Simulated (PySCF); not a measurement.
**Correlation energy of Sc (scandium, neutral)**

[Ar] 3d1 4s2, 2D determinant. Calculation: PySCF 2.14, in aug-cc-pVDZ; no relativity, point nucleus. Frozen: [Ar]; 3 electrons correlated.

MP2 pair energies summed by pair of shells (mhartree):

```csv
pair,energy,share (%)
4s-4s,-19.94,74.9
3d-4s,-6.67,25.1
```

Total MP2 correlation energy: -26.61 mhartree.

Same-spin part -2.47 and opposite-spin part -24.14 mhartree; SCS-MP2 scales them by 1/3 and 6/5 to -29.79 mhartree.
